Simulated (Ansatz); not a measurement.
System: YF$_{3}$ (charge 0, singlet). 
Geometry from a B3LYP-D3(BJ)/def2-TZVP (Ansatz, a program for electronic structure) optimisation:
```
Y
F 1 2.0095
F 1 2.0095 2 120.00
F 1 2.0095 2 120.00 3 180.00
```
Charge 0, spin multiplicity 1.

Property: vertical triplet-singlet gap (E(triplet) - E(singlet); each state is the SCF solution reached for its spin; the molecule has degenerate orbitals, so one determinant may break the symmetry; for the triplet the Hartree-Fock reference is unstable and T1 is 0.027), in kcal/mol. Valence correlation only, unless marked. Open shells are spin-unrestricted. No spin-orbit coupling. The frozen core is the preceding noble-gas configuration, with the filled d and f shells of earlier blocks. In def2 rows, elements after Kr have scalar-relativistic effective core potentials. CBS(X,Y): correlation extrapolated as X^-3; Hartree-Fock from the larger set.

```json
[
 {"level": "SVWN5/def2-TZVPD", "program": "Ansatz", "vertical triplet-singlet gap (kcal/mol)": "136.8"},
 {"level": "PBE/def2-TZVPD", "program": "Ansatz", "vertical triplet-singlet gap (kcal/mol)": "133.0"},
 {"level": "B3LYP/def2-TZVPD", "program": "Ansatz", "vertical triplet-singlet gap (kcal/mol)": "148.0"},
 {"level": "wB97X-V/def2-TZVPD", "program": "Ansatz", "vertical triplet-singlet gap (kcal/mol)": "171.6"},
 {"level": "RI-MP2/def2-TZVPPD", "program": "Ansatz", "vertical triplet-singlet gap (kcal/mol)": "196.4"},
 {"level": "RI-MP2/CBS(def2-TZVPPD,def2-QZVPPD)", "program": "Ansatz", "vertical triplet-singlet gap (kcal/mol)": "200.0"}
]
```
